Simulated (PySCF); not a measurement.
# Electron correlation in Pb+ (lead, charge +1)

[Xe] 4f14 5d10 6s2 7s1, 2S determinant (an excited configuration). Calculation: PySCF 2.14, in aug-cc-pwCVTZ-DK3 (11s10p8d5f1g, 125 functions); the spin-free X2C one-electron Hamiltonian (Gaussian nucleus). Frozen: [Kr] 4d10 4f14; 21 electrons correlated.

MP2 pair energies summed by pair of shells (mhartree):

```tsv
pair	energy	share (%)
5d-5d	-287.88	44.4
5p-5d	-119.88	18.5
5d-6s	-116.26	17.9
5p-5p	-33.83	5.2
6s-6s	-21.38	3.3
5s-5d	-20.69	3.2
5s-5p	-15.75	2.4
5p-6s	-13.28	2.0
5d-7s	-7.67	1.2
6s-7s	-7.21	1.1
5s-5s	-2.78	0.4
5s-6s	-1.18	0.2
5p-7s	-0.71	0.1
5s-7s	-0.07	0.0
```

Total MP2 correlation energy: -648.56 mhartree.

Same-spin part -221.44 and opposite-spin part -427.12 mhartree; SCS-MP2 scales them by 1/3 and 6/5 to -586.35 mhartree.
